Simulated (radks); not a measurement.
Ag3+, configuration [Kr] 4d8.

Calculated with a radial shooting solver on a logarithmic mesh with Libxc functionals: scalar-relativistic Kohn-Sham, LDA (Slater exchange, Perdew-Wang correlation), spin-unpolarised, spherical densities, finite nucleus; Fermi nuclear charge, rms radius 4.5454 fm.

Energy parts (eV):
| part | energy |
|---|---|
| total | -144453.440 |
| kinetic | 150028.791 |
| electron-nucleus | -347597.077 |
| Hartree | 57002.145 |
| exchange-correlation | -3887.299 |

Orbitals (lengths in bohr, moments of r in powers of bohr; r(max) is where P^2 peaks):
orbital  occ.  eigenvalue (eV)   r(max)
1s          2        -25337.30  0.02018
2s          2        -3765.419   0.1141
2p          6        -3383.901  0.09116
3s          2        -722.0725   0.3330
3p          6        -596.7423   0.3260
3d         10        -398.4568   0.2734
4s          2        -133.7066   0.8198
4p          6         -96.9294   0.8720
4d          8         -43.9730    1.011

The highest occupied level is 4d at -43.973 eV. Summed over all electrons, <r^2> = 26.14 bohr^2, which gives a Langevin (diamagnetic) susceptibility term of -20.7 x 10^-6 cm^3/mol. The density falls to 0.001 e/bohr^3 at r = 3.08 bohr. For comparison, the ionisation energy in NIST's Atomic Spectra Database is 49 eV (theoretical). In exact Kohn-Sham theory the highest level is minus the ionisation energy, but local and semilocal functionals leave it too shallow, through self-interaction and a potential that decays too fast; potentials with the right tail come closer.

Beside tabulated values, note that spin-unpolarised runs miss the spin-polarisation part of the exchange energy of open shells.
